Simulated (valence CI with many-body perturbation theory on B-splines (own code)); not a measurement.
Yb48+: calculated level list

Computed by configuration interaction combined with many-body perturbation theory (CI+MBPT): four valence electrons over a frozen Dirac-Fock core [Ar], radial functions for each j: 7 s, 7 p, 8 d, 6 f, 4 g, 1 h, with the one-electron correlation potential Σ1, the two-electron term Σ2, the three-electron term Σ3, Breit, model QED; selected CI, second order for the rest, scaled by the run's own slope (own B-spline code, finite nucleus).

The last digits are not significant, and no measured levels were compared; by estimate large intervals hold to a few tenths of a per cent, small ones and those within an open d or f shell to about a per cent. Excitations out of the core, of the other parity, are not computed and may begin above about 223 eV (a cautious bound); beyond it only levels of the ground parity were kept, without lifetimes. Only levels of the ground parity were solved; by the run's estimate the other parity begins above the list, which can be wrong where configurations are misplaced.

Levels 1 to 34 of 34, with energies above the lowest level, (3d3/2^4) J=0. "Leading %" is the weight of the configuration and term that name the level; weights of strongly mixed levels are sums over their largest components and can fall short. In the jj column 3d3/2^4 stands for four electrons in 3d with j = 3/2. Lifetimes count E1, E2, E3, M1 and M2 decay at the calculated energies, and are blank where another channel may lead or the interval is too uncertain; long ones can be off by a factor of two.

```
No.  Configuration  Term  J  E (eV)  Leading %      g               Leading jj  Lifetime
  1            3d⁴    ³P  0    0.00         60                  3d3/2^4 (99 %)          
  2            3d⁴    ⁵D  1   47.67         59  1.491     3d3/2^3 3d5/2 (99 %)    703 ns
  3            3d⁴    ³F  4   58.94         29  1.067     3d3/2^3 3d5/2 (98 %)          
  4            3d⁴    ⁵D  2   61.16         38  1.215     3d3/2^3 3d5/2 (92 %)   45.9 μs
  5            3d⁴    ³F  3   64.50         30  1.129     3d3/2^3 3d5/2 (94 %)          
  6            3d⁴    ⁵D  0  103.48         66          3d3/2^2 3d5/2^2 (98 %)    268 ns
  7            3d⁴    ⁵D  2  104.54         49  1.247   3d3/2^2 3d5/2^2 (94 %)    392 ns
  8            3d⁴    ³H  4  106.17         40  1.144   3d3/2^2 3d5/2^2 (98 %)    687 ns
  9            3d⁴    ⁵D  3  108.04         49  1.165   3d3/2^2 3d5/2^2 (93 %)    699 ns
 10            3d⁴    ³H  5  111.71         67  1.078  3d3/2^2 3d5/2^2 (100 %)   1.37 μs
 11            3d⁴    ¹I  6  114.43         52  1.070   3d3/2^2 3d5/2^2 (99 %)          
 12            3d⁴    ³P  1  116.02         42  1.088   3d3/2^2 3d5/2^2 (96 %)    656 ns
 13            3d⁴    ³F  3  119.45         44  1.073   3d3/2^2 3d5/2^2 (97 %)    975 ns
 14            3d⁴    ³G  4  119.58         55  1.028   3d3/2^2 3d5/2^2 (98 %)   3.47 μs
 15            3d⁴    ³D  2  121.29         32  1.083   3d3/2^2 3d5/2^2 (97 %)   2.27 μs
 16            3d⁴    ³F  2  132.93         50  0.977   3d3/2^2 3d5/2^2 (96 %)    494 ns
 17            3d⁴    ³F  4  137.82         66  1.187   3d3/2^2 3d5/2^2 (95 %)   1.72 μs
 18            3d⁴    ¹D  2  149.17         39  1.144   3d3/2^2 3d5/2^2 (93 %)   6.51 μs
 19            3d⁴    ³P  0  162.40         60          3d3/2^2 3d5/2^2 (75 %)   1.06 μs
 20            3d⁴    ⁵D  4  162.64         36  1.153     3d3/2 3d5/2^3 (94 %)    310 ns
 21            3d⁴    ³F  3  163.79         44  1.181     3d3/2 3d5/2^3 (97 %)    275 ns
 22            3d⁴    ³D  1  168.56         52  0.975     3d3/2 3d5/2^3 (97 %)    218 ns
 23            3d⁴    ³G  5  169.18         67  1.135    3d3/2 3d5/2^3 (100 %)    561 ns
 24            3d⁴    ³H  6  169.87         52  1.077     3d3/2 3d5/2^3 (99 %)    666 ns
 25            3d⁴    ³F  2  177.05         47  1.059     3d3/2 3d5/2^3 (94 %)    336 ns
 26            3d⁴    ³D  3  178.93         37  1.087     3d3/2 3d5/2^3 (98 %)    465 ns
 27            3d⁴    ¹S  0  187.21         78            3d3/2 3d5/2^3 (70 %)    656 ns
 28            3d⁴    ³F  3  192.78         65  1.055    3d3/2 3d5/2^3 (100 %)    549 ns
 29            3d⁴    ³P  1  193.28         90  1.408     3d3/2 3d5/2^3 (98 %)    374 ns
 30            3d⁴    ¹G  4  193.62         67  1.044     3d3/2 3d5/2^3 (97 %)    454 ns
 31            3d⁴    ¹D  2  197.55         64  1.107     3d3/2 3d5/2^3 (87 %)    519 ns
 32            3d⁴    ³F  4  226.99         46  1.157           3d5/2^4 (98 %)          
 33            3d⁴    ¹D  2  237.13         35  1.087           3d5/2^4 (92 %)          
 34            3d⁴    ³P  0  260.86         52                  3d5/2^4 (91 %)
```

The ionisation energy to 3d³ ⁴F3/2 of the next ion comes out as 4238.5 eV (NIST: 4238 ± 4 eV (theoretical)). All 34 levels together are meant to be complete up to 222.92 eV.
